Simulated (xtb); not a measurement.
H2Be, triplet, from a rough starting geometry (GFN-xTB shapes and energies of metal compounds can be far from the true ones) (a higher spin typed on purpose: for a closed-shell molecule this is an excited state); GFN2-xTB run with xtb.

The xtb input:
```
$ xtb mol.xyz --gfn 2 --uhf 2 --opt vtight --json

# file mol.xyz
3

Be     0.00026797    -0.00156426     0.03619902
H      0.51823149    -0.70726887     0.88276727
H     -0.53690412     0.66861380    -0.94423706
```

It wrote (shortened):

```
   ID    Z sym.   atoms
    1    4 Be     1
    2    1 H      2, 3

           -------------------------------------------------
          |                Calculation Setup                |
           -------------------------------------------------

           -------------------------------------------------
          |                 G F N 2 - x T B                 |
           -------------------------------------------------

          ...................................................
          :                      SETUP                      :
          :.................................................:
          :  # basis functions                   6          :
          :  # atomic orbitals                   6          :
          :  # shells                            4          :
          :  # electrons                         4          :
          :  max. iterations                   250          :
          :  Hamiltonian                  GFN2-xTB          :
          :  restarted?                      false          :
          :  GBSA solvation                  false          :
          :  PC potential                    false          :
          :  electronic temp.          300.0000000     K    :
          :  accuracy                    1.0000000          :
          :  -> integral cutoff          0.2500000E+02      :
          :  -> integral neglect         0.1000000E-07      :
          :  -> SCF convergence          0.1000000E-05 Eh   :
          :  -> wf. convergence          0.1000000E-03 e    :
          :  Broyden damping             0.4000000          :
          :  net charge                          0          :
          :  unpaired electrons                  2          :
          ...................................................

 iter      E             dE          RMSdq      gap      omega  full diag
   1     -1.2115164 -0.121152E+01  0.120E+01    0.01       0.0  T
   2     -1.4562271 -0.244711E+00  0.102E+01    0.04       1.0  T
   3     -1.4709773 -0.147502E-01  0.123E+01    0.10       1.0  T
   4     -1.4685888  0.238846E-02  0.106E+01    0.07       1.0  T
   5     -1.4498391  0.187497E-01  0.570E+00    0.02       1.0  T
   6     -1.4653679 -0.155288E-01  0.208E+00    0.00       1.0  T
   7     -1.4705794 -0.521148E-02  0.154E+00    0.01       1.0  T
   8     -1.4707116 -0.132235E-03  0.236E+00    0.01       1.0  T
   9     -1.4706860  0.256300E-04  0.126E+00    0.01       1.0  T
  10     -1.4706589  0.271467E-04  0.469E-01    0.00       1.0  T
  11     -1.4706549  0.391575E-05  0.665E-02    0.00       1.0  T
  12     -1.4706556 -0.654134E-06  0.117E-01    0.00       1.0  T
  13     -1.4706553  0.325901E-06  0.309E-02    0.00       1.9  T
  14     -1.4706552  0.232587E-07  0.978E-03    0.00       5.9  T
  15     -1.4706552  0.263681E-08  0.401E-04    0.00     143.9  T
  16     -1.4706552 -0.510170E-11  0.220E-04    0.00     262.9  T

   *** convergence criteria satisfied after 16 iterations ***

 transition dipole moment (au) for excitation:           2           3
     X       Y       Z
  -0.0174  -0.0074   0.0045  total (au/Debye):    0.019   0.050
 dE (eV)             :    9.048
 oscillator strength :  0.11894E-03

         :::::::::::::::::::::::::::::::::::::::::::::::::::::
         ::                     SUMMARY                     ::
         :::::::::::::::::::::::::::::::::::::::::::::::::::::
         :: total energy              -1.450278781934 Eh    ::
         :: gradient norm              0.040096657497 Eh/a0 ::
         :: HOMO-LUMO gap              0.003352868077 eV    ::
         ::.................................................::
         :: SCC energy                -1.470655245832 Eh    ::
         :: -> isotropic ES           -0.048428595089 Eh    ::
         :: -> anisotropic ES          0.001079195130 Eh    ::
         :: -> anisotropic XC          0.001935211301 Eh    ::
         :: -> dispersion             -0.000421573371 Eh    ::
         :: repulsion energy           0.020376463898 Eh    ::
         :: add. restraining           0.000000000000 Eh    ::
         :: total charge              -0.000000000000 e     ::
         :::::::::::::::::::::::::::::::::::::::::::::::::::::

      -----------------------------------------------------------
     |                   =====================                   |
     |                        A N C O P T                        |
     |                   =====================                   |
     |               Approximate Normal Coordinate               |
     |                Rational Function Optimizer                |
      -----------------------------------------------------------
      -----------------------------------------------------------
     |                   =====================                   |
     |                        A N C O P T                        |
     |                   =====================                   |
     |               Approximate Normal Coordinate               |
     |                Rational Function Optimizer                |
      -----------------------------------------------------------

          ...................................................
          :                      SETUP                      :
          :.................................................:
          :   optimization level         verytight          :
          :   max. optcycles                   200          :
          :   ANC micro-cycles                  20          :
          :   degrees of freedom                 3          :
          :.................................................:
          :   RF solver                   davidson          :
          :   write xtbopt.log                true          :
          :   linear?                        false          :
          :   energy convergence         0.1000000E-06 Eh   :
          :   grad. convergence          0.2000000E-03 Eh/α :
[...]
 * total energy  :    -1.5082783 Eh     change       -0.1200978E-01 Eh
 * total energy  :    -1.5113182 Eh     change       -0.3039848E-02 Eh
 * total energy  :    -1.5146255 Eh     change       -0.3307381E-02 Eh
 * total energy  :    -1.5177781 Eh     change       -0.3152556E-02 Eh
 * total energy  :    -1.5235835 Eh     change       -0.5805373E-02 Eh
 * total energy  :    -1.5244106 Eh     change       -0.8271565E-03 Eh
 * total energy  :    -1.5245738 Eh     change       -0.1631513E-03 Eh
 * total energy  :    -1.5246895 Eh     change       -0.1157696E-03 Eh
 * total energy  :    -1.5249379 Eh     change       -0.2484033E-03 Eh
 * total energy  :    -1.5250034 Eh     change       -0.6548049E-04 Eh
 * total energy  :    -1.5250175 Eh     change       -0.1407853E-04 Eh
 * total energy  :    -1.5250220 Eh     change       -0.4541059E-05 Eh
 * total energy  :    -1.5250221 Eh     change       -0.1216124E-07 Eh
   *** GEOMETRY OPTIMIZATION CONVERGED AFTER 16 ITERATIONS ***
[...]
          |                Final Singlepoint                |
           -------------------------------------------------

          ...................................................
          :                      SETUP                      :
          :.................................................:
          :  # basis functions                   6          :
          :  # atomic orbitals                   6          :
          :  # shells                            4          :
          :  # electrons                         4          :
          :  max. iterations                   250          :
          :  Hamiltonian                  GFN2-xTB          :
          :  restarted?                      false          :
          :  GBSA solvation                  false          :
          :  PC potential                    false          :
          :  electronic temp.          300.0000000     K    :
          :  accuracy                    1.0000000          :
          :  -> integral cutoff          0.2500000E+02      :
          :  -> integral neglect         0.1000000E-07      :
          :  -> SCF convergence          0.1000000E-05 Eh   :
          :  -> wf. convergence          0.1000000E-03 e    :
          :  Broyden damping             0.4000000          :
          :  net charge                          0          :
          :  unpaired electrons                  2          :
          ...................................................

 iter      E             dE          RMSdq      gap      omega  full diag
   1     -1.5314202 -0.153142E+01  0.620E-05    2.54       0.0  T
   2     -1.5314202 -0.246292E-11  0.258E-05    2.54    2236.8  T
   3     -1.5314202 -0.452527E-12  0.143E-05    2.54    4033.8  T

   *** convergence criteria satisfied after 3 iterations ***

 transition dipole moment (au) for excitation:           2           3
     X       Y       Z
  -0.0326   0.0431  -0.0554  total (au/Debye):    0.077   0.197
 dE (eV)             :    3.765
 oscillator strength :  0.78122E-03

         :::::::::::::::::::::::::::::::::::::::::::::::::::::
         ::                     SUMMARY                     ::
         :::::::::::::::::::::::::::::::::::::::::::::::::::::
         :: total energy              -1.525022057230 Eh    ::
         :: gradient norm              0.000022416894 Eh/a0 ::
         :: HOMO-LUMO gap              2.536503923739 eV    ::
         ::.................................................::
         :: SCC energy                -1.531420180417 Eh    ::
         :: -> isotropic ES           -0.034639031586 Eh    ::
         :: -> anisotropic ES          0.000655391714 Eh    ::
         :: -> anisotropic XC         -0.005149520144 Eh    ::
         :: -> dispersion             -0.000412638741 Eh    ::
         :: repulsion energy           0.006398123187 Eh    ::
         :: add. restraining           0.000000000000 Eh    ::
         :: total charge               0.000000000000 e     ::
         :::::::::::::::::::::::::::::::::::::::::::::::::::::

           -------------------------------------------------
          |                Property Printout                |
           -------------------------------------------------

    * Orbital Energies and Occupations

         #    Occupation            Energy/Eh            Energy/eV
      -------------------------------------------------------------
         1        2.0000           -0.4180181             -11.3749
         2        1.0000           -0.3353944              -9.1265
         3        1.0000           -0.1970372              -5.3617 (HOMO)
         4                         -0.1038224              -2.8252 (LUMO)
         5                          0.1476974               4.0191
         6                          0.6420641              17.4715
      -------------------------------------------------------------
                  HL-Gap            0.0932148 Eh            2.5365 eV
             Fermi-level           -0.2635680 Eh           -7.1721 eV

     #   Z          covCN         q      C6AA      α(0)
     1   4 Be       1.694     0.358    15.704     9.259
     2   1 H        0.847    -0.179     9.419     4.810
     3   1 H        0.847    -0.179     9.419     4.810

 Mol. C6AA /au·bohr⁶  :         96.256938
 Mol. C8AA /au·bohr⁸  :       2150.227263
 Mol. α(0) /au        :         18.879299

Wiberg/Mayer (AO) data.
largest (>0.10) Wiberg bond orders for each atom

 ---------------------------------------------------------------------------
     #   Z sym  total        # sym  WBO       # sym  WBO       # sym  WBO
 ---------------------------------------------------------------------------
     1   4 Be   1.008 --     3 H    0.504     2 H    0.504
     2   1 H    0.805 --     1 Be   0.504     3 H    0.301
     3   1 H    0.805 --     1 Be   0.504     2 H    0.301
 ---------------------------------------------------------------------------

Topologies differ in total number of bonds
Writing topology from bond orders to xtbtopo.mol

molecular dipole:
                 x           y           z       tot (Debye)
 q only:       -0.108       0.546       0.487
   full:       -0.000       0.002       0.002       0.008
molecular quadrupole (traceless):
                xx          xy          yy          xz          yz          zz
 q only:        0.029       0.277       0.178      -0.549       0.962      -0.207
  q+dip:        0.533       0.300      -0.278      -0.062      -0.415      -0.255
   full:        2.071       1.191      -1.061      -0.289      -1.527      -1.010

optimized geometry written to: xtbopt.xyz

           -------------------------------------------------
          | TOTAL ENERGY               -1.525022057230 Eh   |
          | GRADIENT NORM               0.000022416894 Eh/α |
          | HOMO-LUMO GAP               2.536503923739 eV   |
           -------------------------------------------------

normal termination of xtb
```
